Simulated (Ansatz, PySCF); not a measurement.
C₃H₇BO₂, SMILES C=CB(O)OC. Atoms are numbered in the order given.

```xyz
13

B     -0.0021     0.2802     0.6447
C      0.8219     1.0279    -0.4607
C      0.6439     0.9604    -1.7864
H      1.5763     1.7355    -0.0926
H      1.2290     1.5719    -2.4819
H     -0.1086     0.3120    -2.2466
O     -0.1190     0.9063     1.8484
H     -0.6369     0.3708     2.4606
O     -0.6036    -0.9393     0.5323
C     -0.5245    -1.8048    -0.5633
H     -0.6620    -2.8360    -0.2046
H     -1.3218    -1.5939    -1.2966
H      0.4479    -1.7390    -1.0776
```

The structure is a stationary point at PBE0-D3(BJ)/def2-SVP. Other conformers were not sampled.

Two levels are set side by side: PBE-D3(BJ)/def2-SVP (Ansatz, an electronic-structure program) and PBE0-D3(BJ)/def2-SVP (Ansatz). Each level has its own optimised geometry; the coordinates shown are those of the second. Frequencies come from the Hessian of PySCF at each geometry. Differences are taken from unrounded values.

```csv
quantity,PBE0-D3(BJ)
mean bond length (Å),1.216
bond B1–C2 (Å),1.568
bond B1–O7 (Å),1.362
bond B1–O9 (Å),1.364
bond C2–C3 (Å),1.339
bond O9–C10 (Å),1.398
bond C2–H4 (Å),1.098
bond C3–H5 (Å),1.095
bond C3–H6 (Å),1.095
bond O7–H8 (Å),0.964
bond C10–H11 (Å),1.100
bond C10–H12 (Å),1.104
bond C10–H13 (Å),1.102
highest harmonic wavenumber (cm⁻¹),3889
mean harmonic wavenumber (cm⁻¹),1404
zero-point energy (kcal/mol),66.23
```

What does PBE-D3(BJ) give, and how far is it from PBE0-D3(BJ)? (An estimate is asked for; the answer gives what the named calculation found.)


```
quantity                            PBE-D3(BJ)  PBE-D3(BJ) minus PBE0-D3(BJ)
----------------------------------  ----------  ----------------------------
mean bond length (Å)                     1.226                         0.010
bond B1–C2 (Å)                           1.572                         0.003
bond B1–O7 (Å)                           1.374                         0.012
bond B1–O9 (Å)                           1.377                         0.012
bond C2–C3 (Å)                           1.350                         0.011
bond O9–C10 (Å)                          1.412                         0.014
bond C2–H4 (Å)                           1.107                         0.009
bond C3–H5 (Å)                           1.104                         0.008
bond C3–H6 (Å)                           1.103                         0.008
bond O7–H8 (Å)                           0.976                         0.012
bond C10–H11 (Å)                         1.109                         0.009
bond C10–H12 (Å)                         1.113                         0.009
bond C10–H13 (Å)                         1.111                         0.009
highest harmonic wavenumber (cm⁻¹)        3713                          -176
mean harmonic wavenumber (cm⁻¹)           1355                           -48
zero-point energy (kcal/mol)             63.94                         -2.29
```

GGA bonds tend to be longer and softer than those of functionals with exact exchange. Differences between two approximate levels are no errors against the true value.
